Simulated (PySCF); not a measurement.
State search for KO⁺

Unrestricted PBE0; K x2c-SVPall, O x2c-SVPall; spin-free X2C with a Gaussian nucleus (PySCF 2.14). Outer shells of the fragments: K+ closed shells only; O 2s2 2p4.

Followed along the bond (rough minima from three points):

```tsv
2Ms+1	unpaired	⟨S²⟩ at the start	R at minimum (Å)	Te (eV)
3	π ↑↑	2.00	3.01	0.00
3	σ ↑, π ↑	2.00	3.04	0.20
1	π ↑↓	1.00	3.00	0.78
1	σ ↑, π ↓	1.00	3.06	0.98
```

Solutions found at the starting distance of 2.645 Å, counted from the lowest of them; the search is not exhaustive and high or unbound solutions are not listed, so other states can lie among these:

```tsv
2Ms+1	unpaired	term	E (eV)	⟨S²⟩	⟨Lz²⟩	μ (D)
3	π ↑↑	³Σ⁻	0.00	2.00	0.00	-3.23
3	σ ↑, π ↑	³Π	0.18	2.00	1.00	-3.28
1	π ↑↓	mixed	0.78	1.00	2.00	-3.23
1	σ ↑, π ↓	mixed	0.96	1.00	1.00	-3.29
1	none	mixed	3.03	0.00	2.00	-3.21
1	none	¹Σ⁺	3.37	0.00	0.00	-3.35
```

A term symbol is given only where ⟨S²⟩ and ⟨Lz²⟩ are close to those of a pure state; real π, δ and φ orbitals otherwise mix terms. A positive dipole points towards O; it is taken about the centre of mass and depends on that origin.
